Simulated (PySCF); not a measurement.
These 2 structures share the formula C3H10OSi. Theory: PySCF, PBE0-D3(BJ)/def2-SVP geometry optimisation, gas phase. One conformer each; no zero-point energy, no entropy. No frequencies were run at this level. Point groups hold within 0.08 Å.

Problem. Order them by energy at this level, lowest first, and give relative energies in kJ/mol.
A. `[CH3:1][CH:2]([CH3:3])[O:4][SiH3:5]` with C1–C2–O4–Si5 112°
B. SiHMe2(OMe), `C[SiH](C)OC`

Solution. B (0.0), A (60.0).

```tsv
SMILES	E (Eh)	E rel (kJ/mol)	dipole (D)	point group	A, B, C (MHz)
[H][Si](C)(C)OC	-484.52232	0.0	0.89	C1	5283, 2816, 2055
CC(C)O[SiH3]	-484.49947	60.0	1.11	near Cs	7106, 2256, 1886
```

Problem. How do the relative energies change in single points at PBE0/pcSseg-1 (no added dispersion term) on the same geometries?

Solution. 
```
         SMILES  PBE0-D3(BJ)/def2-SVP (kJ/mol)  PBE0/pcSseg-1 (kJ/mol)  shift
[H][Si](C)(C)OC                            0.0                     0.0    0.0
   CC(C)O[SiH3]                           60.0                    64.5   +4.5
```

Each column counts from its own lowest isomer. The order is unchanged; the largest shift is 4.5 kJ/mol.
